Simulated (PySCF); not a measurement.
## Dipole response of Mo⁺ (molybdenum, charge +1)

[Kr] 4d4 5s1, high-spin 6D determinant (an excited configuration). Calculation: PySCF 2.14, in x2c-TZVPPall with one added diffuse shell each of s, p, d, f type (9s7p7d3f1g, 95 functions); the spin-free X2C one-electron Hamiltonian (Gaussian nucleus). Coupled (time-dependent) response in atomic units; α is the mean over directions.

```tsv
method	mean α (bohr³)	α xx, yy, zz	C₆ (like pair)	S(−4)
LC-wPBE	48.56	48.86, 48.86, 47.96	385.6	1548
```

S(−4) is the Cauchy moment in α(ω) = α(0) + S(−4) ω² + …

Spin-orbit coupling is absent.

α(iu) at LC-wPBE:

```json
{"u (hartree)": "0", "α(iu) (bohr³)": "48.56"}
{"u (hartree)": "0.0500", "α(iu) (bohr³)": "45.04"}
{"u (hartree)": "0.100", "α(iu) (bohr³)": "37.47"}
{"u (hartree)": "0.200", "α(iu) (bohr³)": "24.19"}
{"u (hartree)": "0.300", "α(iu) (bohr³)": "16.74"}
{"u (hartree)": "0.500", "α(iu) (bohr³)": "10.01"}
{"u (hartree)": "0.750", "α(iu) (bohr³)": "6.548"}
{"u (hartree)": "1.00", "α(iu) (bohr³)": "4.776"}
{"u (hartree)": "1.50", "α(iu) (bohr³)": "2.933"}
{"u (hartree)": "2.00", "α(iu) (bohr³)": "1.987"}
{"u (hartree)": "3.00", "α(iu) (bohr³)": "1.076"}
{"u (hartree)": "5.00", "α(iu) (bohr³)": "0.4564"}
```

A single London oscillator, α(iu) = α/(1 + u²/ω²), gives C₆ = (3/4) ω α². Matching the computed C₆ needs ω = 4 × 385.6 / (3 × 48.56²) = 0.218 hartree.

For an ion, C₆ is the dispersion term alone; charge-induced terms of lower order in 1/R come first.

The components differ because the open shell of this determinant is not spherical; for a pure term their mean is the scalar polarisability.
